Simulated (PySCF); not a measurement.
AsF3. Atoms are numbered in the order given.

```xyz
4

F      1.2916    -0.7457    -0.4882
As     0.0000     0.0000     0.3994
F      0.0000     1.4914    -0.4882
F     -1.2916    -0.7457    -0.4882
```
Charge 0, spin multiplicity 1.

Geometry optimised at B3LYP-D3(BJ)/def2-SVP.

The numbers are results of PySCF 2.14.0 with B3LYP-D3(BJ)/def2-SVP, not measurements.

Frequencies are harmonic and unscaled.

Modes within 1.5 cm⁻¹ of each other (mostly degenerate sets) share a row, with their intensities summed.

```tsv
mode	ν (cm⁻¹)	IR (km/mol)	Raman (Å⁴/amu)	depolarisation	moving atoms (share of kinetic energy)
1–2	250	10.5	1.4	0.75	F 92 %, As 8 %
3	324	24.9	1.1	0.67	F 76 %, As 24 %
4–5	704	206.7	10.0	0.75	F 77 %, As 23 %
6	729	66.2	7.3	0.00	F 81 %, As 19 %
```
